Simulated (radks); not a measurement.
W, 74 electrons, occupied as [Xe] 4f14 5d4 6s2 (the NIST ground configuration). Method: scalar-relativistic Kohn-Sham, LDA (Slater exchange, Perdew-Wang correlation), spin-unpolarised, spherical densities, finite nucleus; Fermi nuclear charge, rms radius 5.3658 fm; computed with a radial shooting solver on a logarithmic mesh with Libxc functionals.

Radial electron density D(r) = 4 pi r^2 rho(r):

r (bohr),D(r) (e/bohr)
0.0009719,7.347
0.001168,9.730
0.001404,12.81
0.001675,16.55
0.002013,21.45
0.002419,27.52
0.002885,34.52
0.003468,43.14
0.004168,52.97
0.004971,63.22
0.005975,74.26
0.007182,84.73
0.008564,93.16
0.01029,99.12
0.01237,101.2
0.01475,99.57
0.01774,95.15
0.02132,90.76
0.02542,90.11
0.03056,96.20
0.03673,109.4
0.0438,124.5
0.05264,135.2
0.06328,133.7
0.07546,121.6
0.0907,107.8
0.109,105.7
0.13,115.9
0.1563,124.5
0.1878,113.8
0.224,87.97
0.2692,66.47
0.3236,65.80
0.3859,74.53
0.4638,73.09
0.5575,56.57
0.6648,37.79
0.7991,24.77
0.9606,18.27
1.145,14.06
1.377,9.748
1.655,6.079
1.973,3.796
2.372,2.474
2.851,1.673
3.4,1.076
4.087,0.5797
4.912,0.2506
5.858,0.08768
7.041,0.02160
8.464,0.003728
10.09,0.0004752

D(r) has 4 maxima, at r = 0.0124, 0.0566, 0.158, 0.418 bohr, and minima at 0.0238, 0.102, 0.296 bohr, inside which lie 1.90, 11.10, 29.94 electrons.
